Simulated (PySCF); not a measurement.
Dipole moment and polarisability of `N#CC#C[SiH2]C[SiH3]`

Compound: C₄H₇NSi₂.
Structure used (GFN2-xTB), in Å, numbered top down from 1:
```xyz
14
C4H7NSi2 angstrom
N      3.497    2.705    1.995
C      2.894    2.007    1.308
C      2.178    1.180    0.496
C      1.537    0.445   -0.226
Si     0.529   -0.687   -1.297
C     -0.925   -1.301   -0.243
Si    -2.070    0.051    0.458
H      0.085    0.096   -2.454
H      1.418   -1.786   -1.697
H     -0.535   -1.893    0.587
H     -1.521   -1.989   -0.845
H     -2.654    0.806   -0.653
H     -1.293    0.946    1.317
H     -3.141   -0.582    1.231
```

Level: CAM-B3LYP/def2-SVPD (PySCF), static field, nuclei fixed, core orbitals frozen in the response. The polarisability tensor in these axes (au):

```
x   115.87  22.18  13.68
y    22.18 103.97  23.44
z    13.68  23.44 101.53
```

Diagonalise the tensor; give its mean and Δα, where Δα² is half the sum of the squared differences of the eigenvalues.

Principal values 78.10, 96.03 and 147.24 au; mean 107.12 au = 15.87 Å³ = 17.66 × 10⁻⁴⁰ C²·m²/J; Δα = 62.15 au (58 % of the mean).

What is the dipole moment, and where does it point?

(-2.76, -3.23, -2.30) D, 4.84 D in size, pointing from the negative to the positive side. Measured along this direction, the outermost atoms are N1 at the negative end and H11 at the positive end.

Orientational against electronic polarisability at 500 K (dilute gas, rigid molecules)?

In Gaussian units μ²/3kT = 112.90 Å³ against 15.87 Å³, a ratio of 7.11; the Debye molar polarisation (4π/3)N_A(α + μ²/3kT) is 324.8 cm³/mol, leaving out the vibrational part.

In TDDFT the mean static polarisability is Σ f/ω² over all singlet excitations (ω in hartree). How much of it do the 8 lowest give? Their energies (eV) and oscillator strengths: 4.93, 0.0000; 5.15, 0.0004; 5.16, 0.0010; 7.29, 0.3295; 7.41, 0.0293; 7.64, 0.0606; 7.77, 0.5802; 7.87, 0.0470.

They add up to 13.47 au, 12.6 % of the 107.12 au; the largest single term is 7.12 au, from the state at 7.77 eV. Terms in order: 0.00, 0.01, 0.03, 4.59, 0.40, 0.77, 7.12, 0.56 au. Higher excitations give the rest. The strengths listed sum to 1.048.

Refractivity n − 1 of an ideal gas of it at 350 K and 1 atm, from the electronic α?

N = p/kT = 2.0968 × 10¹⁹ cm⁻³, so n − 1 = 2π × N × 15.87 × 10⁻²⁴ cm³ = 2091 × 10⁻⁶ at long wavelengths.

Find the Langevin capture rate constant for O2+ (31.990 u) meeting this molecule (125.012 u), k = 2.342 × 10⁻⁹ cm³/s × √(α in Å³ / reduced mass in u).

The reduced mass is 25.47 u, so k = 1.85 × 10⁻⁹ cm³/s. The formula leaves out the permanent dipole, which adds to the capture rate.

Geometry: GFN2-xTB, one conformer, isolated molecule.

The run behind these numbers computed excited states as well. Hardware: one thread, Arm Neoverse V2 (aarch64), shared host with 64 logical CPUs at a one-minute load of 23. Cost: 40 s, 0.98 GiB resident at most.
